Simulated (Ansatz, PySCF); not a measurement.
Species: BiH5, net charge 0, singlet state. 
Coordinates optimised at B3LYP-D3(BJ)/def2-TZVP (Ansatz, an electronic-structure program):
SMILES: [BiH5]
```xyz
6

Bi     0.0000     0.0000     0.0000
H     -0.0012    -0.0176     1.8660
H      0.0012     0.0176    -1.8660
H      1.7992    -0.0010     0.0011
H     -0.8988     1.5586     0.0141
H     -0.9004    -1.5576    -0.0153
```
Charge 0, spin multiplicity 1.

Property: atomisation energy (electronic, to ground-state atoms), in kJ/mol. Cores are frozen in the correlated levels unless marked. UHF or UKS for open shells. No spin-orbit coupling. Frozen are the shells of the preceding noble gas and the d and f shells that filled before the atom's block. In def2 rows, elements after Kr have scalar-relativistic effective core potentials. The coupled-cluster limit lacks core correlation, which all-electron functionals hold. Basis-set limits of correlation are two-point, X^-3; Hartree-Fock from the larger set.

```tsv
level	program	atomisation energy (kJ/mol)	minus last row
HF/def2-TZVPPD	Ansatz	445.8	-437.9
HF-D3(BJ)/def2-TZVPD	PySCF + dftd3	522.4	-361.3
HF-D4/def2-TZVPD	PySCF + dftd4	472.5	-411.2
r2SCAN-D4/def2-TZVPD	Ansatz + dftd4	879.9	-3.8
LC-wPBE-D3(BJ)/def2-TZVPD	Ansatz + dftd3	833.8	-49.9
CCSDT/def2-SVP	Ansatz	764.0	-119.7
CCSD(T)/CBS(def2-TZVPPD,def2-QZVPPD)	Ansatz	883.7	0.0
```
